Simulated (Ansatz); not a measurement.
`[NH2][ZnH]` + `[Br][SnH]([Br])[Br]` → `[NH2][Zn][Br]` + `[Br][SnH2][Br]`  (redistribution)

Computed with Ansatz on PBE0-D4/def2-TZVP structures; ΔE is electronic, products minus reactants. CCSD(T)/CBS adds triple-zeta CCSD(T) − MP2 to the extrapolated MP2 energy (def2 sets, frozen cores). Functionals use def2-TZVPP. B3LYP here is the variant with VWN-RPA as its local correlation; programs differ in this. HSE06 is defined as in plane-wave codes. Elements past krypton have def2 core potentials. For Br, Sn, Zn outer-core shells are correlated without core-valence functions, which leaves a few kJ/mol of doubt a bond. Scalar relativity is left out up to krypton. One conformer a species, not always the lowest.

**Question.** Is it downhill or uphill in electronic energy at CCSD(T)/CBS, and by how much? (An estimate is asked.)

**Answer.** The calculation gave: Downhill: ΔE = -11.5 kcal/mol.

**Question.** What do these levels give: PBE-D4, BHLYP-D4, B3LYP, HSE06, CAM-B3LYP, LC-ωPBE, RPA@PBE/def2-TZVPP, CCSD(T)/def2-SVP, HF/def2-TZVPP, MP2/def2-TZVPP, CCSD(T)/def2-TZVPP, HF/def2-QZVPP? (An estimate is asked.)

**Answer.** Computed: PBE-D4 -8.5, BHLYP-D4 -11.4, B3LYP -11.0, HSE06 -11.7, CAM-B3LYP -11.7, LC-ωPBE -12.2, RPA@PBE/def2-TZVPP -10.7, CCSD(T)/def2-SVP -13.7, HF/def2-TZVPP -16.8, MP2/def2-TZVPP -10.5, CCSD(T)/def2-TZVPP -11.8, HF/def2-QZVPP -17.0 kcal/mol.

**Question.** What do rigid-rotor, harmonic-oscillator terms from PBE0-D4/def2-TZVP frequencies (298.15 K, 1 bar) make of the CCSD(T)/CBS value? (Best estimate.)

**Answer.** The calculation gave: ΔZPE = +0.6 kcal/mol, ΔH = -11.2 kcal/mol, ΔS = 5 J/(mol·K), ΔG = -11.5 kcal/mol.

Largest T1 diagnostic among the species: 0.016.

From r2SCAN to r2SCAN0 (25 % exact exchange), in def2-TZVPP and without D4, ΔE moves by −1.8 kcal/mol. Leaving LDA and LC-ωPBE aside and taking each functional with its dispersion term where it has one, the values, not all of them listed here, spread over 4.9 kcal/mol, from PBE-QIDH to BLYP-D4. In def2-TZVPP, CCSD(T) changes the Hartree–Fock value by +5.0 kcal/mol (the triples alone add +0.9 kcal/mol) and MP2 by +6.3 kcal/mol.
